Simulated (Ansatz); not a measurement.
Input for Ansatz (development build ahead of 0.2.0):

```yaml
crystal:
  periodic: [false, false, false]
  atoms:
    - { symbol: Al, position_ang: [-0.07363, 0.02479, 0.07089] }
    - { symbol: Cl, position_ang: [1.18729, 1.23914, 1.13117] }
    - { symbol: Cl, position_ang: [1.12861, -1.23425, -1.28823] }
    - { symbol: Cl, position_ang: [-1.17705, 1.31165, -1.14852] }
    - { symbol: Cl, position_ang: [-1.25222, -1.33359, 1.14229] }
basis:
  gaussian: { orbitals: "6-31G" }
total_charge: -1
hamiltonian:
  xc: hf
correlation:
  method: mp2
  frozen_orbitals: { Al: 5, Cl: 5 }
```

The input is written out in the form of the current development build from the run's settings.

Output:

```json
{
 "Converged": "yes",
 "Reference energy": "-2080.10253 hartree",
 "Correlation energy": "-0.18660 hartree",
 "Total energy": "-2080.28913 hartree",
 "Spin squared of the determinant": "0.000"
}
```

Caution: no diffuse functions for an anion.
